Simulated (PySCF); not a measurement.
Vertical excitations of a molecule C5H5N from TDDFT-PBE0/def2-SVPD (PySCF), as energy in eV (oscillator strength): 4.18 (0.001), 5.22 (0.265), 5.66 (0.001), 5.73 (0.008), 6.01 (0.001), 6.22 (0.010), 6.31 (0.035), 6.44 (0.001), 6.59 (0.008), 6.84 (0.004). Lowest triplet (TDA): 3.24 eV. Coordinates come from a B3LYP-D3(BJ)/def2-SVP optimisation. The values are those of a single conformer.

Q: Which structure fits?
(A) N#CC1=CCC1
(B) C#CC(N)=C=C
(C) C#C[C@@H](C)C#N
(D) C#CCCC#N

A: B, C#CC(N)=C=C
